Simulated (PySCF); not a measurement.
**Ionisation energy of W⁴⁴⁺ by level of theory**

W⁴⁴⁺ [Ar] 3d10 4s2 → W⁴⁵⁺ [Ar] 3d10 4s1 [4s1/2^1, M_J = 1/2], as a difference of total energies. All numbers are calculated (PySCF 2.14, the two-component X2C-1e Hamiltonian, in an uncontracted even-tempered set (16 s from 5.8 bohr⁻², ratio 2.8; 13 p from 7.5 bohr⁻², ratio 2.8; 8 d from 13 bohr⁻², ratio 2.8; 4 f from 31 bohr⁻², ratio 3)). Correlated levels: [Ne] frozen; the 72 highest virtual spinors dropped. "Screened" scales the spin-orbit matrix elements by Boettger's factors to mimic the two-electron term; Breit and QED terms are absent.

```
                    method  ionisation energy (eV)
           GHF (spin-free)                  2336.7
          GMP2 (spin-free)                  2339.4
 GHF (screened spin-orbit)                  2336.3
GMP2 (screened spin-orbit)                  2339.2
```

Q: How much does correlation contribute at GMP2 (screened spin-orbit)?

A: 2339.2 − (2336.3) = 2.9 eV, measured against GHF (screened spin-orbit).

Breit and QED terms and the two-electron picture change are absent.

For comparison: 2354.5 ± 1.4 eV (semi-empirical (NIST evaluation); NIST Atomic Spectra Database, ionization energies).
